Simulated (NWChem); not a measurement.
Species: C₃H₇NSi; SMILES C[C@H]([SiH3])C#N

Task: Give the equilibrium geometry at B3LYP/6-31G* (spherical d) (NWChem) as an XYZ file, with the point group.

Result: point group C1; any orientation.
```
12

C     -1.8025     0.1195     0.2085
C     -0.3998     0.1206    -0.4477
Si     0.6413    -1.4140     0.0594
C      0.3449     1.3368    -0.1298
N      0.9497     2.2894     0.1499
H     -2.3870     0.9867    -0.1151
H     -1.7273     0.1510     1.2999
H     -2.3487    -0.7865    -0.0729
H     -0.5130     0.0777    -1.5401
H      0.8296    -1.4154     1.5317
H      1.9573    -1.3850    -0.6251
H     -0.1109    -2.6306    -0.3486
```
